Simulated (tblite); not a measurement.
Species: C₄H₁₁PSi.
Numbering: `[CH2:1]=[CH:2][CH2:3][P:4]([CH3:5])[SiH3:6]` (hydrogens: H7, H8 on C1; H9 on C2; H10, H11 on C3; H12, H13, H14 on C5; H15, H16, H17 on Si6)

Structure optimised with GFN2-xTB, isolated species.

Task: List the bond lengths, angles and torsions at this level.

Result: 
```
                  bond  length (Å)   order
                 C1=C2       1.321  double
                 C2–C3       1.486  single
                 C3–P4       1.876  single
                 P4–C5       1.853  single
                P4–Si6       2.240  single
                 C1–H7       1.078  single
                 C1–H8       1.077  single
                 C2–H9       1.082  single
        C3–H10, C3–H11       1.094  single
C5–H12, C5–H13, C5–H14       1.089  single
      Si6–H15, Si6–H17       1.462  single
               Si6–H16       1.469  single
```

Bonds in one row agree within 0.01 Å and their mean is given. Orders are formal, as drawn. A selection of angles:
```
      angle  degrees
   C2–C1–H7    121.7
   C2–C1–H8    122.0
   H7–C1–H8    116.3
   C1–C2–C3    124.3
   C1–C2–H9    120.4
   C3–C2–H9    115.2
   C2–C3–P4    109.9
  C2–C3–H10    111.4
  C2–C3–H11    110.4
  P4–C3–H10    109.8
  P4–C3–H11    106.3
 H10–C3–H11    108.9
   C3–P4–C5     97.7
  C3–P4–Si6     99.1
  C5–P4–Si6     99.0
  P4–C5–H12    111.8
  P4–C5–H13    109.1
  P4–C5–H14    108.4
 H12–C5–H13    109.3
 P4–Si6–H15    106.9
 P4–Si6–H16    113.4
H15–Si6–H16    108.2
H15–Si6–H17    110.8
H16–Si6–H17    109.2
```

Dihedral angles: C1–C2–C3–P4 -111° (anticlinal); C2–C3–P4–C5 172° (antiperiplanar). The mirror-image conformer, all signs reversed, is as good.

The 2 C–C bonds span 1.321 Å (C1=C2, drawn double) to 1.486 Å (C2–C3, drawn single), a spread of 0.165 Å. P4 (three-coordinate phosphorus) is pyramidal (angles 99.1°, 99.0° and 97.7°, sum 295.8°, 0.95 Å off the plane of its three neighbours). The C–P distances run from 1.853 Å (P4–C5, drawn single) to 1.876 Å (C3–P4, drawn single), a spread of 0.023 Å. Of the pairs four or more bonds apart, C1···Si6 is among the closest relative to their van der Waals radii: 3.76 Å, 99 % of the sum of Bondi's values. Si6 (SiH3 silicon) is distorted tetrahedral (angles from 106.9° to 113.4°).

Point group: C1 (no symmetry element, even within 0.4 Å). Its GFN2-xTB frequencies are all real (lowest 52 cm⁻¹). One conformer, not necessarily the lowest. 3 starts were optimised and ended at 0.00, 0.06 and 0.41 kcal/mol (GFN2-xTB); the lowest of these is shown.

All values are computed, not measured.
